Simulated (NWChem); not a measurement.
A series in which one site is exchanged, each optimised at PBE0/def2-SVP with NWChem, gas phase unless a solvent is named. For some, no frequency run checked for a minimum. def2 effective core potentials on I; no spin-orbit coupling.

A: IBF (BHIF; site = F)
B: BI (BH2I; site = H)
C: IBI (BHI$_{2}$; site = I)
D: ClBI (BHICl; site = Cl)

Values for A:

| Quantity | Result |
|---|---|
| dipole (D), PBE0/def2-SVP | 0.62 |
| static polarisability, CAM-B3LYP/def2-SVPD (bohr³) | 49.3 |
| lowest singlet excitation, CAM-B3LYP/def2-SVPD, TDA (eV) | 5.04 |

Problem. How do these values change for the other members?

Solution. 
```tsv
change from A	B	C	D
dipole (D), PBE0/def2-SVP	-0.25	-0.52	-0.31
static polarisability, CAM-B3LYP/def2-SVPD (bohr³)	+0.9	+35.8	+13.9
lowest singlet excitation, CAM-B3LYP/def2-SVPD, TDA (eV)	-1.05	-0.97	-0.55
```
